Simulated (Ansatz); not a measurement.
Consider the redistribution: `F[SiH2][AlH][GeH3]` + `N[SiH3]` → `[AlH2][GeH3]` + `N[SiH2][SiH2]F`.

Isolated molecules relaxed with PBE0-D4/def2-TZVP in Ansatz; ΔE leaves out vibrations. CCSD(T)/CBS is the MP2 limit (def2-TZVPP, def2-QZVPP) plus CCSD(T) − MP2 in def2-TZVPP, frozen cores. This one scheme is used for every species. DFT in def2-TZVPP. For Ge outer-core shells are correlated without core-valence functions, which leaves a few kJ/mol of doubt a bond. Scalar relativity is left out up to krypton. Each species was taken in one conformer, which may not be the lowest.

(1) Is it downhill or uphill in electronic energy at CCSD(T)/CBS, and by how much? (Estimate.)

(2) What do these levels give: PBE0, CCSD/def2-TZVPP, CCSD(T)/def2-TZVPP, SCS-MP2/def2-QZVPP, HF/CBS(def2), CCSD/CBS(def2)? (Best estimate.)

Largest T1 diagnostic among the species: 0.012.

Results:

(1) Computed: Uphill: ΔE = +2.1 kcal/mol.

(2) Ansatz gave: PBE0 2.2, CCSD/def2-TZVPP 2.1, CCSD(T)/def2-TZVPP 2.2, SCS-MP2/def2-QZVPP 1.9, HF/CBS(def2) 2.0, CCSD/CBS(def2) 2.0 kcal/mol.
